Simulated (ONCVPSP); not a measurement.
What one change does to a pseudopotential (C (Z = 6), ONCV)

| Property | Result |
| --- | --- |
| Element | carbon (C) |
| Generator | ONCVPSP 4.0.1 |
| Type | optimised norm-conserving Vanderbilt (ONCV) |
| Functional | PBEsol |
| Relativity | scalar-relativistic |
| Frozen core | [He] |
| Valence charge | 4 |
| Reference configuration | 2s1.5 2p2.5 |
| Partial waves | 2s: rc 0.95 bohr, ncon 3, nbas 6, qcut 5.8 1/bohr, local; 2p: rc 2.40 bohr, ncon 4, nbas 9, qcut 4.8 1/bohr, 2 projectors, debl 2.7 Ha; d scattering state at 0.25 Ha: rc 1.95 bohr, ncon 5, nbas 9, qcut 5.1 1/bohr, 2 projectors, debl 0.3 Ha |
| Local potential | the s channel |
| Core correction | Teter function fitted to the true core (icmod 2), fcfact 0.6 |

Change: s: qcut 4.2.

Cutoffs: the cutoffs (Ha) at which the residual kinetic energy of the hardest occupied pseudo-wave falls to 1 and 0.1 mHa per electron; they do not see the model core or the augmentation charge, which bear on the density cutoff. Errors are all-electron minus pseudo energies relative to the spin-unpolarised reference configuration.

Problem. What does the change do?

Solution. The potential gets harder (20 Ha and 80 Ha → 74 Ha and 102 Ha); the errors of the 4 common tests hardly move; neither file shows a bound ghost.

| quantity | base | changed |
| --- | --- | --- |
| cutoff, loose | 20 Ha | 74 Ha |
| cutoff, tight | 80 Ha | 102 Ha |
| loose cutoff by channel | s 20 Ha, p 9.0 Ha | s 74 Ha, p 9.0 Ha |
| bound ghosts | none | none |
| GHOST(+) flags under 300 eV | none | none |
| error for 2s2 2p2, meV [ΔE -4.21 eV] | -5.0 | -5.5 |
| error for 2s2 2p1, meV [ΔE 6.58 eV] | +139 | +139 |
| error for 2s2 2p0, meV [ΔE 30.60 eV] | +871 | +876 |
| error for 2s1 2p3, meV [ΔE 4.22 eV] | -4.8 | -4.7 |
| s: phases at 0.96 bohr within 0.05 rad from the reference energy up to (Ha; the scan ends near 5) | to the end of the scan | 4.2 |
| p: phases at 2.43 bohr within 0.05 rad from the reference energy up to (Ha; the scan ends near 5) | 0.7 | 0.7 |
| d: phases at 1.98 bohr within 0.05 rad from the reference energy up to (Ha; the scan ends near 5) | 4.7 | 4.7 |
| rms error of d²Exc/dni dnj with the model core, mHa | 1.11 | 1.11 |
